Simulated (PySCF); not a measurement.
# Vertical excitation energies

C3H7ClOSi.
SMILES: `C=C(Cl)O[SiH2]C`

Method used: PySCF 2.14.0, density-fitted response routines, TDDFT wB97X-D/def2-SVPD, vertical, gas phase, core orbitals frozen in the response. Isolated species at its GFN2-xTB geometry (one conformer only). Torsions of this conformer, `[CH2:1]=[C:2]([Cl:3])[O:4][SiH2:5][CH3:6]`: C1–C2–O4–Si5 -175°, C2–O4–Si5–C6 65°.

Predict the UV-vis stick spectrum at this level.

```
state  E (eV)  E (hartree)       f     main configurations (H = HOMO, L = LUMO)
   S1    6.20       0.2278  0.0010          H→L+1 (37%), H→L+3 (30%), H→L (15%)
   S2    6.69       0.2459   0.424                       H→L (65%), H→L+1 (29%)
   S3    6.79       0.2496  0.0073                                  H→L+2 (79%)
   S4    7.61       0.2796  0.0022         H→L+5 (29%), H→L+3 (26%), H→L+1 (9%)
   S5    7.94       0.2917   0.031        H→L+5 (54%), H→L+4 (12%), H→L+3 (11%)
   S6    8.13       0.2987   0.020        H→L+4 (54%), H→L+3 (11%), H→L+6 (10%)
   S7    8.21       0.3017  0.0012       H-2→L (47%), H-1→L (22%), H-2→L+1 (8%)
   S8    8.27       0.3038  0.0043  H-2→L+1 (41%), H-2→L+3 (17%), H-1→L+1 (12%)
```

Triplets, Tamm–Dancoff:

| state | E (eV) | λ (nm) | main configurations (H = HOMO, L = LUMO) |
| --- | --- | --- | --- |
| T1 | 4.29 | 289.2 | H→L (51%), H→L+1 (30%) |
| T2 | 5.87 | 211.3 | H→L+1 (38%), H→L+3 (30%), H→L (12%) |
| T3 | 6.73 | 184.3 | H→L+2 (84%) |

The lowest singlet lies at 6.20 eV (200 nm, ultraviolet) and is very weak; its leading configuration is HOMO→LUMO+1 (37%). The strongest level in the table is S2 at 6.69 eV (185 nm, f = 0.424). Löwdin shares by element: HOMO carbon 60% or more, oxygen 16%, chlorine 14%; LUMO carbon 33% or more, chlorine 16%, silicon 14% (atoms not listed hold the other 37%). Of the 8 states listed, 3 reach f = 0.01 and none stays under 0.0005. Orbital energies (eV): HOMO-3 -11.29, HOMO-2 -11.20, HOMO-1 -11.03, HOMO -8.75, LUMO 1.88, LUMO+1 2.10, LUMO+2 2.22. The listed states span 2.07 eV, and the widest gap between neighbours is 0.82 eV (S3 to S4). Only the lowest 8 singlets were computed, as vertical energies without vibronic structure.
